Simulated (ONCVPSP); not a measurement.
**Configuration tests for Fe (ONCV)**

Fe (Z = 26), optimised norm-conserving Vanderbilt (ONCV), made with ONCVPSP 4.0.1 (PBE, non-relativistic). Core [Ne], reference 3s2 3p6 3d5 (charge +3). Waves: 3s: rc 0.80 bohr, ncon 4, nbas 8, qcut 8.1 1/bohr, 2 projectors, debl 2.9 Ha; 3p: rc 1.15 bohr, ncon 3, nbas 7, qcut 10.9 1/bohr, 2 projectors, debl 3.8 Ha; 3d: rc 1.55 bohr, ncon 4, nbas 9, qcut 8 1/bohr, 2 projectors, debl 1.5 Ha. Local part: polynomial inside 0.50 bohr (lpopt 5, dvloc0 6 Ha). Core correction: none.

In the s channel the program set the typed energies aside and used -4.742, 0.250 Ha. In the d channel the program set the typed energies aside and used -1.598, 0.250 Ha.

Energies are relative to the spin-unpolarised reference configuration 3s2 3p6 3d5; without spin polarisation the order of configurations can differ from experiment.

```json
{"valence configuration": "3s2 3p6 3d6 4s2", "charge": "0", "ΔE all-electron (eV)": "-59.031", "error AE − PS (meV)": "+53"}
{"valence configuration": "3s2 3p6 3d6", "charge": "+2", "ΔE all-electron (eV)": "-34.438", "error AE − PS (meV)": "+120"}
{"valence configuration": "3s2 3p6 3d7", "charge": "+1", "ΔE all-electron (eV)": "-52.853", "error AE − PS (meV)": "+266"}
```

What are ΔE and the potential's error for 3s2 3p6 3d6 4s1?

ΔE = -50.431 eV all-electron; the error (AE − PS) is +79 meV.

Levels in the configuration 3s2 3p6 3d6:

```
level  all-electron (eV)  pseudo (eV)
   3s           -110.292     -110.323
   3p            -77.992      -78.006
   3d            -25.885      -26.062
```
